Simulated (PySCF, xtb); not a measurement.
O2P2, SMILES o1p2p1o2.

GFN2-xTB run with xtb 6.7.1 at its own geometry gives an orbital gap of 1.63 eV and a dipole moment of 0.00 D.

The structure is a stationary point at B3LYP-D3(BJ)/def2-SVP.

### Question
What does PySCF with ωB97X/def2-TZVPD give? (The exact figures need the calculation; the answer reports its results.)

### Answer
gap 6.79 eV (levels -7.75 and -0.96 eV), dipole 0.00 D.
